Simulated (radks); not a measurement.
All-electron atom: Nb15+ in [Ar] 3d8. Calculated with a radial shooting solver on a logarithmic mesh with Libxc functionals: scalar-relativistic Kohn-Sham, r2SCAN, spin-polarised, spherical densities, finite nucleus; open shells are filled with parallel spins first (spin-orbit coupling, left out, can overturn this in heavy ions); meta-GGA in the generalised Kohn-Sham scheme; Fermi nuclear charge, rms radius 4.324 fm.

Normalised radial functions P(r) = r R(r), r in bohr:

r	3s down
0.002688	0.1962
0.003761	0.2579
0.005263	0.3324
0.007364	0.4160
0.01031	0.4986
0.01442	0.5587
0.02018	0.5594
0.02824	0.4495
0.03951	0.1803
0.05529	-0.2511
0.07737	-0.7275
0.1083	-0.9655
0.1515	-0.6251
0.212	0.3451
0.2967	1.3964
0.4151	1.7133
0.5809	1.1554
0.8129	0.4226
1.138	0.0716

3s down: eigenvalue -806.11 eV, 2 radial nodes at r = 0.0461, 0.191 bohr, <r> = 0.431 bohr, 90 % of the charge inside 0.633 bohr.
